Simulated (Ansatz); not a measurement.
Ideal-gas functions of CHBF2O, SMILES `O=CB(F)F` at 400 K and 1 bar, from an Ansatz frequency run at PBE0-D4/def2-TZVP.

Molar mass 77.83 g/mol, point group Cs (symmetry number 1), electronic degeneracy 1, moments of inertia 51.632, 131.152, 182.784 u Å². Harmonic wavenumbers (cm⁻¹, unscaled): 66, 196, 407, 491, 573, 787, 964, 1305, 1412, 1484, 1808, 2888.

Use S(trans) = R[1.5 ln M + 2.5 ln T − 1.1517]; rotational temperatures θ = 24.2544 K / I; S(rot) = R[ln(√π/σ · √(T³/θAθBθC)) + 1.5]; for each mode x = 1.438777 ν̃/T, S = R[x/(eˣ − 1) − ln(1 − e⁻ˣ)] and H = RT x/(eˣ − 1); 1 cm⁻¹ = 0.0119627 kJ/mol; R = 8.31446 J/(mol·K).

**Question.** By hand: the entropy, in J/(mol·K).

**Answer.** Translation 169.3. Rotation: θ = 0.4698, 0.1849, 0.1327 K, giving 110.5. Vibration, mode by mode: 20.29, 11.39, 5.85, 4.59, 3.63, 1.98, 1.19, 0.44, 0.32, 0.25, 0.09, 0.00, in all 50.0. Electronic 0.0. Sum 329.8 J/(mol·K).

**Question.** By hand: H − E and G − E in kJ/mol, counted from the electronic energy.

**Answer.** Zero-point energy ½ × 12381 × 0.0119627 = 74.1; thermal vibration 10.2; translation, rotation and pV give 4 RT = 13.3. H − E = 97.6 kJ/mol, and G − E = 97.6 − 400 × 329.8/1000 = -34.3 kJ/mol.

Vibration gives 15 % of the entropy, 20.3 J/(mol·K) of it from the mode under 150 cm⁻¹: soft modes count most, and the harmonic formula is weakest for them. The sum counts one conformer and one mirror image; others add a mixing term.
